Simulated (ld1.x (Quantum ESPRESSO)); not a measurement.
**Sm, RRKJ: configuration errors across variants**

ld1.x (Quantum ESPRESSO) 7.5 input, shortened:

```
&input
   title='Sm', zed=62., rel=2, dft='PBESOL', iswitch=3,
   config='[Xe] 4f6 5d0 5f-2 6s2 6p0', rel_dist='average'
 /
 &inputp
   pseudotype=2, tm=.false., lloc=1,
   nlcc=.false.
 /
4
5S  1  0   2.00   0.00  2.20  2.20  0.0
5D  3  2   0.00   0.00  3.75  3.75  0.0
5F  4  3  -2.00   0.50  3.55  3.55  0.0
5P  2  1   6.00   0.00  1.95  1.95  0.0
 &test
   configts(1)='5s2 5p6 5d0 6s2 6p0'
 /
```

Open shells are filled in proportion to 2j + 1 (rel_dist='average').

Occupied shells without a wave of their own: 6s. They enter only through the test configuration that unscreens the potential.

All-electron excitation energies from the reference (eV): (1) 5s2 5p6 5d0 6s1 6p0 5.965; (2) 5s2 5p6 5d0 6s0 6p0 16.953; (3) 5s2 5p6 5d0 6s1.5 6p0 2.380.

For the base: The 6s level has no wave, so the channel is fitted at the deeper level alone: the likely source of the large errors.

Tests that are not counted but printed errors over 1 eV. “base”: 5s1 5p6 5d0 6s2 6p0 (converged, but collapsed or in another state, printed error -26.1 eV); 5s2 5p5 5d0 6s2 6p0 (converged, but collapsed or in another state, printed error -24.7 eV); 2 more. “wave 5s (bound): rc 2.20 bohr becomes 5s (bound): rc 1.98 bohr”: all (the test run did not reproduce the reference configuration, from which every error is measured). “wave 5s (bound): rc 2.20 bohr becomes 5s (bound): rc 2.18 bohr”: all (the test run did not reproduce the reference configuration, from which every error is measured). “wave 5s (bound): rc 2.20 bohr becomes 5s (bound): rc 2.82 bohr”: 5s2 5p6 5d0 6s0 6p1 (pseudo-atom not self-consistent, printed error -701 eV). “wave 5s (bound): rc 2.20 bohr becomes 5s (bound): rc 3.34 bohr”: 5s2 5p5 5d0 6s2 6p0 (an occupied level unbound or not found, printed error -15.4 eV); 5s1 5p6 5d0 6s2 6p0 (an occupied level unbound or not found, printed error -16.3 eV).

2 further variants failed, have other tests or too few solved ones, and are left out.

The file “base” misses its own reference levels by 4.0 eV. The file “wave 5s (bound): rc 2.20 bohr becomes 5s (bound): rc 1.98 bohr” misses its own reference levels by 2.4 eV. The file “wave 5s (bound): rc 2.20 bohr becomes 5s (bound): rc 2.18 bohr” misses its own reference levels by 7.3 eV. The file “wave 5s (bound): rc 2.20 bohr becomes 5s (bound): rc 2.48 bohr” misses its own reference levels by 2.7 eV. The file “wave 5s (bound): rc 2.20 bohr becomes 5s (bound): rc 2.82 bohr” misses its own reference levels by 2.4 eV. The file “wave 5s (bound): rc 2.20 bohr becomes 5s (bound): rc 3.34 bohr” misses its own reference levels by 2.4 eV.

Errors AE − PS in meV (a dash: test not solved or not reliable):

```tsv
change	(1)	(2)	(3)	bound ghosts
base	-10019	-13250	-1857	not determined
wave 5s (bound): rc 2.20 bohr becomes 5s (bound): rc 1.98 bohr	–	–	–	not determined
wave 5s (bound): rc 2.20 bohr becomes 5s (bound): rc 2.18 bohr	–	–	–	not determined
wave 5s (bound): rc 2.20 bohr becomes 5s (bound): rc 2.48 bohr	-1769	-4747	-756	not determined
wave 5s (bound): rc 2.20 bohr becomes 5s (bound): rc 2.82 bohr	-993	-2572	-431	not determined
wave 5s (bound): rc 2.20 bohr becomes 5s (bound): rc 3.34 bohr	-870	-2230	-379	not determined
```

Task: Give the same row for: wave 5s (bound): rc 2.20 bohr becomes 5s (bound): rc 3.06 bohr.

Result: -827, -2112, -360; bound ghosts: not determined. Not counted: 5s2 5p6 5d0 6s0 6p1 (pseudo-atom not self-consistent, printed error -647 eV); 5s1 5p6 5d0 6s2 6p0 (an occupied level unbound or not found, printed error -16.1 eV); 1 more.
